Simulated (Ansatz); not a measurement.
This geometry of C₂H₄F₂OSi (10 atoms, charge 0, multiplicity 1) is a first-order saddle point.

Method: RKS LDA/6-31G* (Ansatz 0.2.0).

```xyz
10
Properties=species:S:1:pos:R:3
O 0.937 -0.594 -1.674
C 0.392 -0.141 -0.688
Si 0.130 -1.153 0.943
C -0.208 1.259 -0.711
F -1.552 1.092 -0.741
F 0.112 1.888 0.442
H 0.967 -2.387 0.827
H 0.507 -0.363 2.158
H -1.324 -1.511 1.029
H 0.123 1.860 -1.583
```

Problem. Which two structures does it join? (They come from a converged band through this point; their orientation in space is the band's.)

Solution. No bond is made or broken. The dihedral C4–C2–Si3–H8 goes from -126 to -3°. The two ends are copies of one structure, up to a mirror image or an exchange of like atoms.

Initial state:

```xyz
10
Properties=species:S:1:pos:R:3
O 1.707 -0.130 -1.017
C 0.644 0.037 -0.453
Si 0.064 -1.110 0.989
C -0.302 1.153 -0.860
F -1.482 0.571 -1.183
F -0.495 1.934 0.227
H -0.056 -2.483 0.401
H 1.164 -1.093 2.005
H -1.234 -0.690 1.605
H 0.072 1.760 -1.710
```

Final state:

```xyz
10
Properties=species:S:1:pos:R:3
O 0.815 -0.710 -1.670
C 0.313 -0.182 -0.698
Si 0.018 -1.145 0.950
C -0.122 1.273 -0.725
F -1.435 1.304 -0.396
F 0.576 1.915 0.242
H 1.347 -1.710 1.345
H -0.546 -0.299 2.048
H -0.922 -2.262 0.614
H 0.040 1.764 -1.707
```

Problem. How far does it lie above each of them?

Solution. 0.044 eV above the first and 0.044 eV above the second. This is the barrier of this one path; another mechanism may lie lower.

The run took 4.9 min on 2 threads of Arm Neoverse V1, with other jobs on the host, peak memory 0.14 GiB.
